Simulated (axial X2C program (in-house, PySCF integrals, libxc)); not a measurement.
Results of a calculation; reference values are marked as such.
# PtB: input and output

Program: an axial X2C code built on PySCF integrals.

Input:
```json
{
 "zs": [
  78,
  5
 ],
 "q": 0,
 "bas": [
  "dyall-cv3z",
  "dyall-v3z"
 ],
 "levels": [
  "PBE0",
  "HF",
  "B3LYP"
 ],
 "cc": true,
 "r0": 2.08,
 "thr": -2.0,
 "nmax": 90,
 "npts": 10,
 "nst": 2,
 "ntry": 6
}
```
```bash
python so2c.py task.json out
```

Keys: zs atomic numbers; q charge; bas basis sets; levels methods; cc coupled cluster on or off; r0 starting distance in Å; thr threshold in hartree for freezing inner shells (an s shell follows its p shell); nmax most natural virtual spinors; npts points on the curve; nst determinants followed; ntry starts of the search. HF also brings MP2.

Output of the HF step, with spin–orbit coupling, at R = 1.758 Å for the state Ω = 1/2. It starts from PBE0 orbitals of this distance.

```
two-component X2C + atomic mean field  HF
basis functions 220  fitting functions 1124  grid points 5076
iter        total energy     max residual
   1     -18436.412602909     1.02e+00
   2     -18436.452586714     1.47e-02
   3     -18436.452180101     2.01e-02
   4     -18436.457362363     3.91e-03
   5     -18436.457935392     2.15e-03
   6     -18436.458171597     1.85e-03
   7     -18436.458430309     7.69e-04
   8     -18436.458519706     2.76e-04
   9     -18436.458538148     2.44e-04
  10     -18436.458546391     2.13e-04
  11     -18436.458554550     1.83e-04
  12     -18436.458562975     1.03e-04
  13     -18436.458565306     5.46e-05
  14     -18436.458565853     3.98e-05
  15     -18436.458566107     2.19e-05
  16     -18436.458566162     6.85e-06
  17     -18436.458566168     3.13e-06
  18     -18436.458566170     1.98e-06
converged
one-electron -25502.66708304  Coulomb 7325.33439575  exact exchange -359.62847677  xc functional 0.00000000  nuclear repulsion 117.39426181  atomic mean-field constant -16.89166391
correlated 13  virtual 269  natural virtual 90  E(MP2) -0.491637220  MP2 remainder -0.029932968
iter   CCSD correlation   residual
   1     -0.395313733   2.55e-01
   2     -0.417260162   1.31e-01
   3     -0.422652309   4.20e-02
   4     -0.423695688   2.26e-02
   5     -0.424215831   1.02e-02
   6     -0.424381224   4.39e-03
   7     -0.424366562   2.31e-03
   8     -0.424396282   1.18e-03
   9     -0.424383954   6.81e-04
  10     -0.424395483   3.03e-04
  11     -0.424389743   1.24e-04
  12     -0.424391005   5.58e-05
  13     -0.424391312   3.31e-05
  14     -0.424391613   1.76e-05
  15     -0.424391857   7.49e-06
  16     -0.424391892   3.51e-06
  17     -0.424391856   1.52e-06
  18     -0.424391875   7.75e-07
(T) -0.028883034  T1 0.0509  D1 0.1246  max T2 0.057
```
Energies are in hartree; totals compare only within one Hamiltonian and basis. T1 is large, a sign of multireference character or of a spin-contaminated reference. T1 in the output is the amplitude norm over the root of the electron number; divide by √2 for the Lee–Taylor value. The determinant is spin-polarised beyond a pure state at some levels (its spin-free form has ⟨S²⟩ too high), which makes Re and μ there less reliable.
